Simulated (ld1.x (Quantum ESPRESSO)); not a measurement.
## Ga: one change to an ultrasoft potential, before and after

ld1.x (Quantum ESPRESSO) 7.5 input, shortened:

```
&input
   title='Ga', zed=31., rel=1, dft='PZ', iswitch=3,
   config='[Ar] 3d10 4s2 4p1 4d-2'
 /
 &inputp
   pseudotype=3, tm=.true., lloc=-2, rcloc=1.50,
   nlcc=.false.
 /
5
4S  1  0   2.00   0.00  1.85  2.25  0.0
4S  1  0   0.00   0.20  1.85  2.25  0.0
4P  2  1   1.00   0.00  1.50  2.05  0.0
4P  2  1   0.00   0.35  1.50  2.05  0.0
4D  3  2  -2.00   0.15  1.70  1.90  0.0
 &test
   configts(1)='4s2 4p1'
 /
```

Change: waves 4p (bound): rcut 1.50, rcutus 1.68 bohr; 4p channel at 0.35 Ry: rcut 1.50, rcutus 1.68 bohr.

Cutoffs: the cutoffs (Ry, on a coarse ladder) from which the occupation-weighted sum of valence levels, in a spherical-Bessel basis at the reference potential, stays within 10 and 1 mRy of its value at 400 Ry; they do not see the model core or the augmentation charge, which bear on the density cutoff. Errors are all-electron minus pseudo energies relative to the spin-unpolarised reference configuration.

Q: Predict the effect on cutoff, ghosts and configuration errors.

A: The potential gets harder (6 Ry and 6 Ry → 6 Ry and 15 Ry); the errors of the 9 common tests hardly move; the range in which the p phases agree narrows (upper end at the end of the scan → 2.4); neither file shows a bound ghost. A smaller radius makes the pseudo-wave follow the all-electron one further in, where it bends more sharply, so more plane waves are needed.

| quantity | base | changed |
| --- | --- | --- |
| cutoff, loose | 6 Ry | 6 Ry |
| cutoff, tight | 6 Ry | 15 Ry |
| bound ghosts | none | none |
| error for 4s2 4p0, meV [ΔE 5.89 eV] | +8.5 | +8.6 |
| error for 4s1 4p0, meV [ΔE 27.39 eV] | +121 | +121 |
| error for 4s2 4p0.5, meV [ΔE 2.12 eV] | +1.3 | +1.3 |
| error for 4s1 4p1, meV [ΔE 13.34 eV] | +27 | +27 |
| error for 4s1 4p2, meV [ΔE 6.61 eV] | +19 | +19 |
| error for 4s2 4p1.3, meV [ΔE -0.58 eV] | +0.3 | +0.3 |
| error for 4s0 4p3, meV [ΔE 13.54 eV] | +94 | +94 |
| error for 4s2 4p1 (spin-polarised), meV [ΔE -0.13 eV] | +16 | +16 |
| error for 4s1 4p0 (spin-polarised), meV [ΔE 27.08 eV] | +432 | +432 |
| s: phases at 2.45 bohr within 0.05 rad from the reference energy up to (Ry; the scan ends near 5) | 3.6 | 3.6 |
| p: phases at 2.45 bohr within 0.05 rad from the reference energy up to (Ry; the scan ends near 5) | to the end of the scan | 2.4 |
| d: phases at 2.45 bohr within 0.05 rad from the reference energy up to (Ry; the scan ends near 5) | 0.5 | 0.5 |
| lowest overlap eigenvalue by channel | s 0.37, p 0.59, d 1.00 | s 0.37, p 0.51, d 1.00 |
